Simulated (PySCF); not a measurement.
# What a mistake does to a calculation on BCl2H2Si cation

Calculated results; nothing here was measured. The program is PySCF 2.14.0, an open-source quantum chemistry code, run on an isolated molecule that a program drew, which may never have been made. The molecule is BCl2H2Si cation (charge +1, singlet), drawn as the SMILES string `B[Si+](Cl)Cl`.

Each row is a Hartree-Fock (HF) and frozen-core CCSD(T) single point in the cc-pV(D+d)Z basis, meant for a local HF minimum. Run 1 is clean. Each other run has one planted mistake out of seven kinds, and not every kind appears here: one electron removed, one electron added, multiplicity raised by two, geometry at a saddle point, minimal basis STO-3G, one bond length entered in bohr, all coordinates scaled. The reference is restricted for singlets and unrestricted otherwise, and also for a bond in bohr. Adding or removing an electron swaps singlet and doublet. Electrons count all cores. HOMO and LUMO are orbital energies over both spins, the gradient is its largest component, and the lowest frequency (negative if imaginary) is given only where the gradient is small. Bond lengths are over the 5 bonds as drawn. T1 is the CCSD diagnostic: over 0.02 (restricted) or 0.045 (unrestricted) a single reference is doubtful.

Geometry of the clean run:
```xyz
6
BCl2H2Si cation, angstrom
B    -2.1589    1.3196    3.2264
Si   -0.4673    0.6755    2.2860
Cl   -0.5469   -0.4096    0.6472
Cl    1.3244    1.1084    2.9724
H    -2.5974    2.3712    2.8921
H    -2.6188    0.6099    4.0600
```

| run | electrons | basis functions | <S^2> | HOMO (eV) | LUMO (eV) | gradient (hartree/bohr) | lowest frequency (cm^-1) | mean bond (Å) | longest bond (Å) | T1 | HF (hartree) | CCSD(T) (hartree) | mistake |
|---|---|---|---|---|---|---|---|---|---|---|---|---|---|
| 1 | 54 | 93 | 0.000 | -17.87 | -4.97 | 3.0e-05 | 144 | 1.6697 | 2.040 | 0.0139 | -1233.57319 | -1234.06095 | no fault |
| 2 | 55 | 93 | 0.761 | -6.76 | 0.33 | 7.0e-02 | - | 1.6697 | 2.040 | 0.0134 | -1233.78121 | -1234.28714 | one electron added |
| 3 | 54 | 93 | 0.000 | -17.84 | -6.17 | 1.3e-05 | -146 | 1.6760 | 2.074 | 0.0142 | -1233.56974 | -1234.05770 | geometry at a saddle point |
| 4 | 54 | 93 | 0.000 | -18.07 | -4.43 | 1.4e-01 | - | 1.5128 | 1.848 | 0.0111 | -1233.50008 | -1233.98132 | all coordinates scaled |
| 5 | 54 | 93 | 0.714 | -15.89 | -5.30 | 2.0e-02 | - | 1.8810 | 2.244 | 0.0572 | -1233.45011 | -1233.93717 | ? |

**Which mistake was planted in run 5, and what did it cost?**

The mean bond changes by a factor of 1.127 and the longest by 1.100, so the molecule wasn't scaled as a whole. A length L in bohr read as angstrom grows by (1/0.5292 - 1) L = 0.890 L. The 5 bonds together grew by 5 x 0.2113 = 1.057 Å, which gives L = 1.187 Å. That is the length of one of the B-H bonds, 1.187 Å in the clean geometry. So the mistake is: one bond length entered in bohr. Subtracting run 1 and multiplying by 627.51 kcal/mol a hartree, the energy moved by 77.2 kcal/mol in HF and 77.7 kcal/mol in CCSD(T).

Cautions from the logs. Run 5: T1 is over the limit, so its CCSD(T) energy is less reliable.
